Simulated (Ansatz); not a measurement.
The cluster Pd₄H₃. Total charge 0; doublet. Geometry B3LYP-D4/def2-SVP; atoms count from 1.

Cartesian coordinates in Å:
```
Pd -1.181 2.175 0.016
Pd -1.642 -0.370 -0.330
Pd 0.940 0.376 -0.252
Pd 0.400 -2.225 0.609
H -0.330 -0.734 0.783
H 0.289 1.998 -0.706
H 1.525 -1.220 -0.119
```

In the def2 sets Pd takes a core potential; there is no spin–orbit coupling. The structure comes from a short search, and lower isomers may exist.

Problem. Estimate the Mulliken populations from the PBE0/def2-TZVP orbitals of Ansatz.

Solution. 
| atom | charge (e) | spin (α − β) | d electrons |
| --- | --- | --- | --- |
| Pd1 | -0.02 | 0.47 | 9.27 |
| Pd2 | -0.03 | 0.38 | 9.34 |
| Pd3 | -0.09 | 0.07 | 9.28 |
| Pd4 | -0.10 | 0.04 | 9.41 |
| H5 | 0.20 | 0.00 | – |
| H6 | 0.00 | 0.03 | – |
| H7 | 0.03 | 0.02 | – |
Mulliken values depend strongly on the basis.

Problem. Where does the spin sit?

Solution. Summed by element: Pd 0.96, H 0.04, of 1 unpaired in all. Largest on single atoms: Pd1 0.47, Pd2 0.38, Pd3 0.07.

Problem. And the Mayer bond orders between heavy atoms (over 0.3)?

Solution. Pd1–Pd2 0.65 (2.61 Å); Pd1–Pd3 0.33 (2.79 Å); Pd2–Pd3 0.41 (2.69 Å); Pd2–Pd4 0.34 (2.91 Å); Pd3–Pd4 0.41 (2.79 Å).
